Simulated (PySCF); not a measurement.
Predicted spectroscopic data

How the numbers were obtained: geometry from GFN2-xTB, GIAO PBE0/pcSseg-1 shieldings, in PySCF 2.14 (no relativistic terms, gas phase, one conformer, fast rotation and ring inversion assumed for equivalent nuclei).

Scale: ¹H (31.72 ppm), ¹³C (186.93 ppm) vs TMS (reference shieldings calculated alike). Splittings of carbon signals by F and P are missing where no couplings were computed. Where no couplings were computed, multiplicities follow the n + 1 count of equivalent neighbours, and m marks all less simple cases (inequivalent or close neighbours, rings, F or P nearby). Shifts are as computed. Against solution values, carbons near 30 ppm lie about +3 ppm off and those near 130 ppm about +5 ppm. Of 1211 compounds with measured shifts, 218 miss one by over three times the rms of a fit or turn the order of signals round; such compounds aren't used in these exercises.

**1.** `InChI=1S/C6H13OP/c1-6-2-4-8(7)5-3-6/h6,8H,2-5H2,1H3`. ¹H NMR (500 MHz, computed): δ 7.16 (m, 1H), 2.12 (m, 2H), 1.78 (m, 2H), 1.72 (m, 2H), 1.09 (m, 1H), 0.99 (m, 2H), 0.95 (m, 3H). ¹³C{¹H} NMR (computed): δ 37.5 (CH), 34.0 (CH2), 33.4 (CH2), 25.2 (CH3).

**2.** `InChI=1S/C6H10Si/c1-3-5-7-6-4-2/h3H,1,5,7H2,2H3`. ¹H NMR (500 MHz, computed): δ 6.45 (m, 1H), 5.30 (m, 1H), 5.20 (m, 1H), 4.39 (t, 2H), 2.11 (s, 3H), 1.80 (m, 2H). ¹³C{¹H} NMR (computed): δ 144.6, 119.3, 114.7, 81.8, 25.4, 6.1.

**3.** SMILES CO[Si@@H](F)C(F)(F)F, C₂H₄F₄OSi. ¹H NMR (500 MHz, computed): δ 4.36 (m, 1H), 4.22 (s, 3H). ¹³C{¹H} NMR (computed): δ 135.2 (C), 55.7 (CH3).
